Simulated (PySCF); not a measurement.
Bond curve of SiRe

Set-up: basis Si def2-TZVPP, Re def2-TZVPP with ECP60; scalar-relativistic core potentials; PySCF 2.14. Energies in eV from Si + Re (5d5 6s2) in their ground configurations at the same level. All curves are PBE0. state 1: Ms = 1.5 determinant of mixed spin (⟨S²⟩ near 4.2), unpaired electrons σ ↑, δ ↑↑; state 2: Ms = 1.5 determinant of mixed spin (⟨S²⟩ near 4.1), unpaired electrons π ↑, δ ↑↑, a second solution, started from another occupation; state 3: Ms = 0.5 determinant of mixed spin (⟨S²⟩ near 1.8), unpaired electrons σ ↑, δ ↑↓, a mixture of terms (⟨Lz²⟩ = 8.0), a second solution, started from another occupation; state 4: sextet, unpaired electrons σ ↑, π ↑↑, δ ↑↑, a mixture of terms (⟨Lz²⟩ = 2.0), a second solution, started from another occupation.

```csv
R (Å),state 1,state 2,state 3,state 4
1.899,-2.059,-0.352,-1.064,0.361
1.987,-2.794,-1.279,-1.740,-0.699
2.075,-3.179,-1.815,-2.071,-1.382
2.142,-3.306,-2.030,-2.149,-1.710
2.208,-3.333,-2.129,-2.117,-1.916
2.274,-3.290,-2.143,-2.006,-2.030
2.363,-3.156,-2.074,-1.785,-2.074
2.473,-2.917,-1.900,-1.452,-2.009
2.605,-2.581,-1.631,-1.027,-1.829
2.782,-2.118,-1.253,-0.479,-1.508
```

Q: Put a parabola through the three lowest points of the state 1 curve and estimate Re, k and ωe (reduced mass 24.34 u; 1 eV/Å² = 0.16022 mdyn/Å; ωe = 1302.8·√(k/μ) cm⁻¹).

A: Through R = 2.142, 2.208, 2.274 Å the second-order coefficient is 8.03 eV/Å², so Re ≈ 2.200 Å, k ≈ 2.57 mdyn/Å and ωe ≈ 424 cm⁻¹. A polynomial fit of higher order to the unrounded PBE0 energies gives Re = 2.197 Å, k = 2.73 mdyn/Å, ωe = 436 cm⁻¹; anharmonicity and rounding make the difference.

The higher-order fit for each curve: state 1: Re = 2.197 Å, ωe = 436 cm⁻¹, De = 3.33 eV; state 2: Re = 2.254 Å, ωe = 409 cm⁻¹, minimum 2.15 eV below the ground-state fragments; state 3: Re = 2.152 Å, ωe = 511 cm⁻¹, minimum 2.15 eV below the ground-state fragments; state 4: Re = 2.357 Å, ωe = 356 cm⁻¹, minimum 2.07 eV below the ground-state fragments.

The metal atom is held in its measured ground configuration; semilocal functionals can put another filling of s and d lower by some tenths of an eV, and De to that atom would be smaller. ⟨S²⟩ of the unrestricted solution departs from its pure value on part of the curve, where spin states mix. These are scalar-relativistic numbers at best; spin–orbit coupling would shift them, the dissociation energy most. The state is the lowest single determinant that the PBE0 search found; with open d or f shells the true ground state can be another one.
